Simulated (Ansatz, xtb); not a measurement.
**Two structures of FGaGeO2**

Structure a is a singlet given by its coordinates and structure b is `[O]=[Ge]([F])[O][Ga]`, a singlet. Both are isolated molecules in the gas phase, relaxed with PBE0-D3(BJ)/pcseg-1; the shapes shown needn't be the lowest conformers.

a (Å):

```xyz
5

F    -0.3143    1.9522   -1.5867
Ga   -0.2680    0.5549   -0.5274
Ge   -0.1981   -1.5535    1.0707
O    -0.3637    0.2826    1.2852
O    -0.1032   -1.2584   -0.7593
```

Close contacts (Å): F1–Ga2 1.75, Ga2–Ge3 2.65, Ga2–O4 1.84, Ga2–O5 1.84, Ge3–O4 1.86, Ge3–O5 1.86.

b (Å):

```xyz
5

F     0.1513   -1.0463    1.6173
Ga   -1.2367   -2.7361   -0.5466
Ge   -1.2923   -0.0660    1.2538
O    -1.6098    1.3601    2.0067
O    -2.0067   -1.0819    0.0406
```

Estimate which is lower in electronic energy at CCSD(T)/def2-SVP + ΔMP2/def2-TZVPP, and by roughly how much.

The CCSD(T)/def2-SVP + ΔMP2/def2-TZVPP calculation puts structure a lower, by 1.409 eV.

The same difference at several levels:

| level | geometry | E(b) − E(a) (eV) | departure from the last row (eV) | job, with rough time for the two |
| --- | --- | --- | --- | --- |
| PBE0-D3(BJ)/pcseg-1 | PBE0-D3(BJ)/pcseg-1 | +1.343 | −0.066 | optimisation, 4.7 min |
| HF/def2-SVP | PBE0-D3(BJ)/pcseg-1 | +1.484 | +0.075 | part of the CCSD(T) run |
| MP2/def2-SVP | PBE0-D3(BJ)/pcseg-1 | +1.460 | +0.051 | part of the CCSD(T) run |
| CCSD(T)/def2-SVP | PBE0-D3(BJ)/pcseg-1 | +1.401 | −0.008 | single point |
| CCSD(T)/def2-SVP + ΔMP2/def2-TZVPP | PBE0-D3(BJ)/pcseg-1 | +1.409 |  | single point, 2.6 min |

None of the levels shown reverses the order. The largest departure from CCSD(T)/def2-SVP + ΔMP2/def2-TZVPP is that of HF/def2-SVP, 0.075 eV. Levels run at GFN2-xTB geometries aren't shown. The last row adds to CCSD(T) the change of the MP2 difference between the two basis sets, here +0.008 eV.

With harmonic frequencies from PBE0-D3(BJ)/pcseg-1 (ideal gas, rigid rotor, one conformer each, 1000 K, 1 atm): on the last row, ΔE + ΔZPE = +1.390 eV. A mode under 50 cm⁻¹ makes harmonic enthalpies and free energies unreliable, so none is given.

The correlated steps freeze 21 core orbitals; the filled d shell of Ga and Ge is correlated, in a basis made for valence electrons. Codes used: Ansatz 0.2.0; the last row on 1 thread of AMD EPYC (Zen 3) on a shared host.
